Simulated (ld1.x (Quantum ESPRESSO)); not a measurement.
LDA (PZ) PAW dataset for praseodymium (Pr), scalar-relativistic all-electron reference.

The input file (ld1.x (Quantum ESPRESSO) 7.5):

```
&input
   title='Pr', zed=59., rel=1, dft='PZ', iswitch=3,
   config='[Xe] 4f3 5d0 6s2 6p0',
   nld=4, rlderiv=4.60, eminld=-2.0, emaxld=5.0, deld=0.02
 /
 &inputp
   pseudotype=3, lpaw=.true., tm=.true., lloc=-1, rcloc=1.00,
   nlcc=.true., new_core_ps=.true.,
   which_augfun='BESSEL', rmatch_augfun=0.80,
   file_pseudopw='Pr.UPF', file_wfcaegen='ae.wfc', file_wfcncgen='nc.wfc', file_beta='beta', file_chi='chi', file_wfcusgen='us.wfc'
 /
8
6S  1  0   2.00   0.00  2.10  2.85  0.0
6S  1  0   0.00   0.30  2.10  2.85  0.0
6P  2  1   0.00   0.00  3.45  4.25  0.0
6P  2  1   0.00   1.75  3.45  4.25  0.0
5D  3  2   0.00   0.00  2.65  3.15  0.0
5D  3  2   0.00   0.25  2.65  3.15  0.0
4F  4  3   3.00   0.00  1.10  1.35  0.0
4F  4  3   0.00   4.55  1.10  1.35  0.0
 &test
   configts(1)='4f3 5d0 6s2 6p0'
 /
```

Command:

```bash
ld1.x < Pr.in > Pr.out
```

Output (shortened: banner, matrices, multipoles, cross overlaps and the repeated all-electron block are left out):

```
[... start of the log left out ...]
       Zero norm: self consistency problem; state:  3 (l=  0, j=0.0)
       Zero norm: self consistency problem; state:  1 (l=  3, j=0.0)
       Zero norm: self consistency problem; state:  3 (l=  0, j=0.0)
       Zero norm: self consistency problem; state:  1 (l=  3, j=0.0)
       Zero norm: self consistency problem; state:  3 (l=  0, j=0.0)
       Zero norm: self consistency problem; state:  1 (l=  3, j=0.0)
       Zero norm: self consistency problem; state:  3 (l=  0, j=0.0)
       Zero norm: self consistency problem; state:  1 (l=  3, j=0.0)
       Zero norm: self consistency problem; state:  3 (l=  0, j=0.0)
       Zero norm: self consistency problem; state:  1 (l=  3, j=0.0)
       Zero norm: self consistency problem; state:  3 (l=  0, j=0.0)
       Zero norm: self consistency problem; state:  1 (l=  3, j=0.0)
       Zero norm: self consistency problem; state:  3 (l=  0, j=0.0)
       Zero norm: self consistency problem; state:  1 (l=  3, j=0.0)
       Zero norm: self consistency problem; state:  3 (l=  0, j=0.0)
       Zero norm: self consistency problem; state:  1 (l=  3, j=0.0)
       Zero norm: self consistency problem; state:  3 (l=  0, j=0.0)
       Zero norm: self consistency problem; state:  1 (l=  3, j=0.0)
       Zero norm: self consistency problem; state:  3 (l=  0, j=0.0)
       Zero norm: self consistency problem; state:  1 (l=  3, j=0.0)
       Zero norm: self consistency problem; state:  3 (l=  0, j=0.0)
       Zero norm: self consistency problem; state:  1 (l=  3, j=0.0)
       Zero norm: self consistency problem; state:  3 (l=  0, j=0.0)
       Zero norm: self consistency problem; state:  1 (l=  3, j=0.0)
       Zero norm: self consistency problem; state:  3 (l=  0, j=0.0)
       Zero norm: self consistency problem; state:  1 (l=  3, j=0.0)
       Zero norm: self consistency problem; state:  3 (l=  0, j=0.0)
       Zero norm: self consistency problem; state:  1 (l=  3, j=0.0)
       Zero norm: self consistency problem; state:  3 (l=  0, j=0.0)

 %%%%%%%%%%%%%%%%%%%%%%%%%%%%%%%%%%%%%%%%%%%%%%%%%%%%%%%%%%%%%%%%%%%%%%%%%%%%%%
     Error in routine run_pseudo (1):
     Errors in PS-KS equation
 %%%%%%%%%%%%%%%%%%%%%%%%%%%%%%%%%%%%%%%%%%%%%%%%%%%%%%%%%%%%%%%%%%%%%%%%%%%%%%

     stopping ...
```

The run stopped because the pseudo-atom solver did not find the valence states with the expected number of nodes, which is the usual sign of a ghost state.

The run took about 0.95 s on one core of a shared server CPU.
